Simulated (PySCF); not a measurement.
C2H9FOSi2, SMILES [SiH2](F)OC[SiH2]C.

The structure is a stationary point at r2SCAN-D4/def2-SVP. This is a generated structure with no PubChem entry under its InChIKey; it may be hypothetical. One conformer was computed; it need not be the lowest.

Computed with TDA-PBE/def2-SVPD in PySCF 2.14.0.

Vertical excitations. Gas-phase values at a fixed geometry.

Q: List the lowest excited states. (An estimate is asked for; the answer gives what the named calculation found.)

A: 
```
state  energy (eV)  λ (nm)      f                        main pairs
-----  -----------  ------  -----  --------------------------------
S1            6.55     189  0.007  HOMO→LUMO 74 %, HOMO→LUMO+1 25 %
S2            6.61     188  0.013  HOMO→LUMO+1 74 %, HOMO→LUMO 25 %
S3            6.83     181  0.003                  HOMO−1→LUMO 97 %
S4            7.00     177  0.029                HOMO−1→LUMO+1 87 %
S5            7.07     175  0.036                  HOMO→LUMO+2 95 %
S6            7.22     172  0.003                  HOMO→LUMO+3 81 %
T1            6.33     196      0                    HOMO→LUMO 98 %
T2            6.47     192      0                  HOMO→LUMO+1 97 %
```
Triplets are in the Tamm–Dancoff approximation.
